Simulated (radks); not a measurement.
Results of a calculation; reference values are marked as such.
All-electron atom: Cr12+ in [Ne] 3s2 (the NIST ground configuration). Code: a radial shooting solver on a logarithmic mesh with Libxc functionals. Model: Dirac Kohn-Sham, PBE, spin-unpolarised, spherical densities, finite nucleus; Fermi nuclear charge, rms radius 3.6452 fm.

Normalised radial functions P(r) = r R(r) (large component), r in bohr:

r           3s1/2
0.002097   0.0663
0.002624   0.0816
0.003283   0.1001
0.004107   0.1223
0.005138   0.1486
0.006428   0.1794
0.008042   0.2146
0.01006    0.2541
0.01259    0.2965
0.01575    0.3398
0.0197     0.3801
0.02465    0.4114
0.03083    0.4255
0.03858    0.4114
0.04826    0.3568
0.06038    0.2498
0.07614    0.0769
0.09526   -0.1440
0.1192    -0.3922
0.1491    -0.6160
0.1865    -0.7406
0.2334    -0.6852
0.292     -0.3986
0.3653     0.0973
0.457      0.6794
0.5717     1.1473
0.7153     1.3145
0.8948     1.1245
1.119      0.7204
1.401      0.3350
1.752      0.1062
2.192      0.0211

3s1/2: eigenvalue -341.42 eV, 2 radial nodes at r = 0.0828, 0.351 bohr, <r> = 0.762 bohr, 90 % of the charge inside 1.11 bohr.
